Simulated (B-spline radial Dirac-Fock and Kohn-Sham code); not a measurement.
# W: eigenvalues, ΔSCF and the reference

System: atomic tungsten in the configuration 1s2 2s2 2p6 3s2 3p6 3d10 4s2 4p6 4d10 4f14 5s2 5p6 5d6 (not the ground configuration).

The density-functional columns are spherical, spin-unpolarised Dirac-Kohn-Sham results without Breit or QED terms: −ε is minus the orbital energy of the initial state and ΔSCF the difference of two total energies. The reference in the last column comes from multi-electron Dirac-Fock with separately optimised hole states, Breit and Lamb-shift corrections added in first order. All numbers are from a radial finite-basis atomic code, in eV; a selection of levels is shown. For the 1s level of heavy atoms much of the gap between ΔSCF and the reference is the Breit and QED part, -349.2 eV here; for other levels the error of the functional can be larger.

```csv
level,LDA −ε,LDA ΔSCF,Dirac-Fock
K,69310.2,69861.3,69523.2
L1,11953.8,12051.7,12109.1
L2,11437.7,11564.8,11545.6
L3,10086.5,10195.2,10208.1
M1,2749.7,2775.6,2828.4
M2,2518.6,2546.7,2579.8
M3,2226.6,2251.7,2286.9
M4,1834.9,1865.9,1873.7
M5,1771.3,1801.2,1811.3
N1,563.8,574.2,604.0
N2,467.9,478.2,500.5
N3,399.9,409.8,432.6
N4,241.8,251.3,262.5
N5,229.2,238.7,250.0
N6,31.17,39.62,35.55
N7,28.93,37.29,33.41
O1,75.67,81.10,84.46
O2,47.26,52.37,52.09
O3,37.48,42.32,42.52
"O4,5",2.68,6.36,4.04
```

Values without a named source are computed, but for edge energies of neutral atoms, which are taken from tables.
